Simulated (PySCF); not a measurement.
Ga(F)(NH2)2 (FGaH4N2), SMILES [NH2][Ga]([NH2])[F]. Atoms are numbered in the order given.

```xyz
8

Ga     0.0000     0.0000    -0.0134
F      0.0000     0.0000     1.7439
N     -1.6205    -0.0497    -0.8008
H     -1.7616     0.1705    -1.7781
H     -2.4593     0.1070    -0.2560
N      1.6205     0.0497    -0.8008
H      1.7616    -0.1705    -1.7781
H      2.4593    -0.1070    -0.2560
```
Charge 0, spin multiplicity 1.

Coordinates come from a PBE0-D3(BJ)/def2-SVP optimisation. The structure was generated by enumeration; whether it is a known compound was not checked. One conformer was computed; it need not be the lowest.

Two levels are set side by side: PBE/pcSseg-1 (PySCF) and HF/pcSseg-1 (PySCF). GIAO shifts against CFCl3 (¹⁹F), NH3 (¹⁵N), TMS (¹H) at the same level; non-relativistic, no solvent, atoms listed together averaged. Differences are taken from unrounded values.

| quantity | HF | PBE | PBE minus HF |
|---|---|---|---|
| δ(¹⁹F) of F2 (ppm) | -190.0 | -217.8 | -27.9 |
| δ(¹⁵N) of N3, N6 (ppm) | -7.3 | 17.3 | 24.6 |

Rough cost on one machine, each run with all the roots and properties that it gave: HF against PBE within a factor of 2.
